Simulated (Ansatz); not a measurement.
The molecule GaH+, multiplicity 2 (lowest of 2S+1 = 2, 4 at CCSD(T)/def2-TZVPP on PBE0 minima; our sources give no spin for the ground state, which may be another). No spin–orbit coupling. Ga is treated without relativity.

The constants come from a fifth-degree fit in 1/R (seven points, main isotopes). In def2 and cc sets the state is the lowest found near the PBE0 minimum, followed along R.

Correlated levels freeze the inner cores; with def2 sets outer-core shells near the valence are correlated too. CBS: X⁻³ extrapolation of the correlation energy, Hartree–Fock from the larger set.

Run with Ansatz (a first-principles code). Values without a source in brackets are computed.

Task: What bond length and harmonic frequency does BHLYP/def2-TZVPP give?

Result: r_e = 1.659 Å, ω_e = 1337 cm⁻¹.

Task: What bond length and harmonic frequency does CCSD(T)/def2-TZVPP give?

Result: r_e = 1.638 Å, ω_e = 1419 cm⁻¹.

Task: What bond length and harmonic frequency does CCSD(T)/CBS(def2-TZVPP, def2-QZVPP) give?

Result: r_e = 1.634 Å, ω_e = 1378 cm⁻¹.
